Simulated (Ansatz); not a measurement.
Calculated with Ansatz (gas phase, PBE0-D4/def2-TZVP geometries, no zero-point term in ΔE). CCSD(T)/CBS adds triple-zeta CCSD(T) − MP2 to the extrapolated MP2 energy (def2 sets, frozen cores). This one scheme is used for every species. Functionals use def2-TZVPP. B3LYP here is the variant with VWN-RPA as its local correlation; programs differ in this. For Se, Ti outer-core shells are correlated without core-valence functions, which leaves a few kJ/mol of doubt a bond. Scalar relativity is left out up to krypton. Each species was taken in one conformer, which may not be the lowest.

Reaction (formal hydrolysis of a Ti–Se bond): `[OH][Ti]([OH])([SeH])[SeH]` + H₂O → `[OH][Ti]([OH])([OH])[SeH]` + H₂Se

`[OH][Ti]([OH])([SeH])[SeH]`:

```xyz
9

O     0.452    0.699   -1.732
Ti   -0.112    0.074   -0.175
O    -1.821   -0.355   -0.105
Se    1.299   -1.869    0.210
Se    0.187    1.687    1.624
H     0.118    0.885   -2.610
H    -2.438   -1.068    0.061
H     0.761   -2.021    1.571
H     1.554    1.969    1.157
```

H₂O:

Cartesian coordinates in Å:
```
O 0.181 -0.252 -0.234
H -0.480 -0.447 0.433
H 0.298 0.699 -0.199
```

`[OH][Ti]([OH])([OH])[SeH]`:

Z-matrix (Å, degrees):
```
Ti
O 1 1.786
O 1 1.782 2 112.3
O 1 1.791 2 111.5 3 -124.3
Se 1 2.451 2 104.2 3 116.3
H 2 0.958 1 132.5 3 -17.2
H 3 0.957 1 136.3 2 101.3
H 4 0.958 1 130.8 2 138.1
H 5 1.472 1 91.1 2 166.3
```

H₂Se:

```xyz
3

Se   -0.428    0.142   -0.515
H    -0.309    0.594    0.876
H     0.737   -0.736   -0.361
```

CCSD(T)/CBS gives -5.6 kJ/mol.

Problem. Another level gave -11.5 kJ/mol. Which?
A. MP2/def2-TZVPP
B. B3LYP/def2-TZVPP
C. CCSD(T)/def2-TZVPP
D. B3LYP-D4/def2-TZVPP

Solution. C. CCSD(T)/def2-TZVPP -11.5, B3LYP -23.8, B3LYP-D4 -16.8, MP2/def2-TZVPP 2.7 kJ/mol.

Largest T1 diagnostic among the species: 0.023, so the coupled-cluster value is less sure than usual.

The D4 term adds +7.0 kJ/mol with B3LYP and +3.9 kJ/mol with PBE0; it sums over pairs of atoms, weighted by their polarisabilities, and B3LYP, whose exchange is more repulsive, gets the larger term. In def2-TZVPP, CCSD(T) changes the Hartree–Fock value by +24.2 kJ/mol (the triples alone add +9.4 kJ/mol) and MP2 by +38.4 kJ/mol.
